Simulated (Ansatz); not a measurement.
Wavefunction ladder for CH4FGaOS (`C[O][Ga]([F])[SH]`)

```xyz
9

C     0.0399   -1.3694   -0.8618
O     0.5714   -0.3666   -0.0198
Ga   -0.3692    1.0245    0.5195
F    -2.0269    1.1173   -0.0347
S     0.4287    2.5772    1.8071
H    -1.0108   -1.2012   -1.1200
H     0.6194   -1.4101   -1.7892
H     0.1202   -2.3401   -0.3631
H     1.6271    1.9685    1.8621
```

Total charge 0; spin multiplicity 1. Correlated methods include outer-core shells of Ga, which these sets cover unevenly. Scalar relativity is left out up to krypton. The geometry is a stationary point of PBE0-D4/def2-TZVP. It is one conformer, not always the lowest. Frozen core, restricted reference, Ansatz 0.2.0.

| basis | HF (Eh) | MP2 corr. |
| --- | --- | --- |
| def2-SVP | -2534.83732 | -0.85266 |
| def2-TZVPP | -2535.49040 | -1.05948 |
| def2-QZVPP | -2535.55248 | -1.37665 |

Question: Estimate the CCSD correlation energy and the (T) correction in each basis where they were run (hartree).

Answer: 
```json
{"basis": "def2-SVP", "CCSD corr.": "-0.87742", "(T)": "-0.02299"}
{"basis": "def2-TZVPP", "CCSD corr.": "-1.08200", "(T)": "-0.04186"}
```
